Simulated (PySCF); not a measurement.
H6MgO2Si2, SMILES [SiH3][O][Mg][O][SiH3].

Coordinates come from a PBE-D3(BJ)/def2-SVP optimisation. The structure was generated by enumeration; whether it is a known compound was not checked. Other conformers were not sampled.

Level of theory: PBE-D3(BJ)/def2-SVP in PySCF 2.14.0.

Frequencies are harmonic and unscaled.

A small imaginary wavenumber (i) marks a very flat motion, where grid noise or a shallow saddle decides the sign.

Modes within 1.5 cm⁻¹ of each other (mostly degenerate sets) share a row, with their intensities summed.

Computed vibrational spectrum:
```tsv
mode	ν (cm⁻¹)	IR (km/mol)	moving atoms (share of kinetic energy)
1	20i	0.0	H 100 %
2–3	37	1.8	Si 35 %, Mg 26 %, O 23 %, H 16 %
4–5	75	0.0	O 81 %, H 13 %
6–7	169	159.1	Mg 53 %, O 43 %
8	306	0.0	Si 72 %, O 20 %, H 9 %
9	621	6.8	Mg 64 %, Si 29 %
10–13	706	207.1	H 83 %, Si 10 %
14–17	921	293.1	H 96 %
18	963	869.5	H 86 %, Si 13 %
19	974	0.0	H 92 %
20	1038	0.0	O 78 %, Si 22 %
21	1073	677.5	O 70 %, Mg 16 %, Si 9 %
22–25	2131	713.4	H 96 %
26	2136	226.6	H 99 %
27	2138	0.0	H 99 %
```
